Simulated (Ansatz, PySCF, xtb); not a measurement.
Gas-phase reaction 3 R1 + R2 + R3 → 4 P1 + P2, each structure at its B3LYP-D3(BJ)/def2-TZVP stationary point, reached from a drawn start (curvature not checked).
P1, H2 (SMILES [H][H]) (charge 0, multiplicity 1):
```xyz
2

H      0.0000     0.0000     0.3720
H      0.0000     0.0000    -0.3720
```
R1: HCl (SMILES Cl), charge 0, multiplicity 1.
R2: HF (SMILES F), charge 0, multiplicity 1.
R3: SiH4 (SMILES [SiH4]), charge 0, multiplicity 1.
P2: Cl3FSi (SMILES F[Si](Cl)(Cl)Cl), charge 0, multiplicity 1.

P less R. No zero-point or thermal terms.

Cores are frozen in the correlated methods.

The values were computed with Ansatz (Gaussian orbitals); PySCF for the D3/D4 terms; xtb for the GFN methods. Each number belongs to the level named beside it.

### Question
Give the reaction energy at the level CCSD(T)/cc-pV(Q+d)Z.

### Answer
-344 kJ/mol

### Question
What is the computed reaction energy (revPBE-D4/def2-TZVPP)?

### Answer
-356 kJ/mol

### Question
Give the reaction energy at the level GFN2-xTB.

### Answer
-185 kJ/mol

Ansatz is a first-principles code.
